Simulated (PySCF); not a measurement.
SMILES B1NB[NH2+]BN1 (H7B3N3 (cation, charge +1)) (CAM-B3LYP/def2-SVP optimised geometry):

```
13

B     -0.876    -1.280     0.000
N      0.566    -1.280     0.000
B      1.367    -0.152    -0.002
N      0.632     1.207    -0.007
B     -0.912     1.230    -0.001
N     -1.543    -0.001     0.000
H     -1.496    -2.302     0.000
H      1.030    -2.186     0.002
H      2.561    -0.125    -0.001
H      0.967     1.759    -0.813
H      0.976     1.773     0.785
H     -1.440     2.302     0.000
H     -2.561    -0.009     0.002
```

Method: CAM-B3LYP/def2-TZVP (PySCF).

What are the frontier orbital energies?

HOMO-2 -16.20 eV, HOMO-1 -15.95 eV, HOMO -15.15 eV, LUMO -4.90 eV, LUMO+1 -4.04 eV.

Meta-Löwdin charges at CAM-B3LYP/def2-TZVP: B1 0.21, N2 -0.32, B3 0.20, N4 -0.29, B5 0.20, N6 -0.32, H7 0.04, H8 0.29, H9 0.05, H10 0.31, H11 0.31, H12 0.05, H13 0.29.
